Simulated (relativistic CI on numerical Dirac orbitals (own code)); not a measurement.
Radial Dirac CI calculation of Re³⁷⁺.

Command:

```sh
python run_levels.py task.json out
```

Input:

```
atom Re  Z=75  charge=37  electrons=38
nucleus A=187  rms_radius_fm=5.3698
hamiltonian dirac-coulomb  breit=on  qed=on  c_scale=1
orbitals kli  potential=per-configuration
slater_scale 1
correlation none
mixing on
grid step=0.04 r_max=3.9
scf mixing=0.4 start=green max_iterations=20 tolerance=2e-08 node_fill=0.05
configurations
  [Kr] 4d2
  [Kr] 4d 4f
  [Ar] 3d10 4s2 4p5 4d3
  [Kr] 4f2
  [Ar] 3d10 4s 4p6 4d3
end
```

Output:

```
SCF 1: [Kr] 4d2
 iter      energy (Ha)   residual   last orbital (Ha)
    1    -15700.884783   7.01e+00    -95.14153
    2    -15841.296856   3.87e+00    -77.45893
    3    -15900.166691   2.07e-01    -59.76366
    4    -15900.341306   1.37e-01    -60.10253
    5    -15900.417355   2.06e-03    -59.50053
    6    -15900.417380   3.83e-04    -59.50966
    7    -15900.417361   4.46e-05    -59.50974
    8    -15900.417363   9.93e-07    -59.50956
    9    -15900.417363   7.53e-07    -59.50956
   10    -15900.417363   4.25e-09    -59.50957
SCF 2: [Kr] 4d 4f
 iter      energy (Ha)   residual   last orbital (Ha)
    1    -15690.952967   7.02e+00    -89.60655
    2    -15833.080195   3.87e+00    -70.63193
    3    -15892.422586   2.14e-01    -52.43662
    4    -15892.624889   1.40e-01    -52.66672
    5    -15892.704858   5.82e-03    -52.01511
    6    -15892.704901   1.66e-03    -52.03791
    7    -15892.704848   9.52e-05    -52.04427
    8    -15892.704852   3.86e-06    -52.04380
    9    -15892.704852   2.05e-06    -52.04381
   10    -15892.704852   3.10e-08    -52.04382
   11    -15892.704852   5.73e-10    -52.04382
SCF 3: [Ar] 3d10 4s2 4p5 4d3
 iter      energy (Ha)   residual   last orbital (Ha)
    1    -15691.486193   7.02e+00    -95.14153
    2    -15833.137612   3.87e+00    -77.40151
    3    -15892.356838   2.07e-01    -59.68672
    4    -15892.537146   1.35e-01    -60.03863
    5    -15892.610727   1.68e-03    -59.43347
    6    -15892.610759   5.73e-04    -59.43965
    7    -15892.610751   5.40e-05    -59.44115
    8    -15892.610754   3.03e-07    -59.44098
    9    -15892.610754   1.23e-06    -59.44097
   10    -15892.610754   3.60e-09    -59.44098
SCF 4: [Kr] 4f2
 iter      energy (Ha)   residual   last orbital (Ha)
    1    -15680.866549   7.02e+00    -89.60655
    2    -15824.755542   3.87e+00    -70.53341
    3    -15884.597049   2.15e-01    -52.30516
    4    -15884.814416   1.41e-01    -52.55220
    5    -15884.896208   1.76e-03    -51.90245
    6    -15884.896337   7.12e-04    -51.91076
    7    -15884.896313   6.51e-05    -51.91273
    8    -15884.896317   1.33e-06    -51.91241
    9    -15884.896317   1.29e-06    -51.91241
   10    -15884.896317   6.11e-10    -51.91242
SCF 5: [Ar] 3d10 4s 4p6 4d3
 iter      energy (Ha)   residual   last orbital (Ha)
    1    -15683.919951   7.03e+00    -95.14153
    2    -15826.328117   3.87e+00    -77.41314
    3    -15885.741773   2.07e-01    -59.73777
    4    -15885.924341   1.35e-01    -60.09229
    5    -15885.997550   1.79e-03    -59.48265
    6    -15885.997595   3.36e-04    -59.49145
    7    -15885.997580   4.49e-05    -59.49120
    8    -15885.997583   2.77e-07    -59.49103
    9    -15885.997583   3.78e-07    -59.49103
   10    -15885.997583   5.44e-09    -59.49103
orbital energies (Ha): 3p3/2 -143.4139  3d3/2 -129.2278  3d5/2 -126.6567  4s -73.5187  4p1/2 -69.8225  4p3/2 -66.2324  4d3/2 -60.2773  4d5/2 -59.5096
configuration averages (Ha): Dirac-Coulomb, Breit, QED
  4s2 4p6 4d2                 -15900.417363   17.760014   12.278814
  4s2 4p6 4d 4f               -15892.704852   17.733979   12.278669
  4s2 4p5 4d3                 -15892.610754   17.718024   12.272720
  4s2 4p6 4f2                 -15884.896317   17.708743   12.278532
  4s 4p6 4d3                  -15885.997583   17.729771   12.228049
levels: no., configuration, term, J, E (cm-1), weight
   1 4s2 4p6 4d2            3F   2                0.0  0.75
   2 4s2 4p6 4d2            3P   0            67453.4  0.74
   3 4s2 4p6 4d2            3F   3           151815.2  1.00
   4 4s2 4p6 4d2            3P   2           183348.8  0.49
   5 4s2 4p6 4d2            3P   1           194243.7  1.00
   6 4s2 4p6 4d2            1G   4           196498.0  0.63
   7 4s2 4p6 4d2            3F   4           331787.6  0.63
   8 4s2 4p6 4d2            3P   2           352403.6  0.48
   9 4s2 4p6 4d2            1S   0           430144.9  0.74
  10 4s2 4p5 4d3            3D*  2          1274749.8  0.25
  11 4s2 4p5 4d3            5D*  1          1286459.7  0.34
  12 4s2 4p5 4d3            5D*  0          1302651.8  0.63
  13 4s2 4p5 4d3            3F*  3          1318261.1  0.24
  14 4s2 4p5 4d3            5F*  3          1394916.2  0.35
lowest total energy -15871.365034 Ha
end: converged
```

Against the reference input this run has: grid step 0.04, iteration limit 20. The reference run ends at -15871.365727 Ha with Breit and QED terms.

Run time about 0.12 s of CPU on one thread of Intel Xeon 6975P-C (shared host).
